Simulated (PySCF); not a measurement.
# How methods differ on the excitation energy of C

C [He] 2s2 2p2 (3P) → C [He] 2s1 2p3, s spin flipped, as a difference of total energies. Computed with PySCF 2.14 in x2c-QZVPPall with one added diffuse shell each of s, p, d, f type (8s5p4d3f1g, 73 functions), with scalar relativity by spin-free X2C-1e. Correlated levels: valence: 1s2 frozen. The calculations carry no spin-orbit coupling.

```
           method  excitation energy (eV)
              UHF                  11.996
    MP2 (valence)                  10.280
SCS-MP2 (valence)                  10.188
```

Task: How much does correlation contribute at MP2 (valence)?

Result: 10.280 − (11.996) = -1.716 eV, measured against UHF.

The upper determinant mixes two multiplicities, so it lies between the two terms.

The coupled-cluster amplitudes are large for the upper state (T1 above 0.03 or a double amplitude above 0.15), so a single reference is strained.
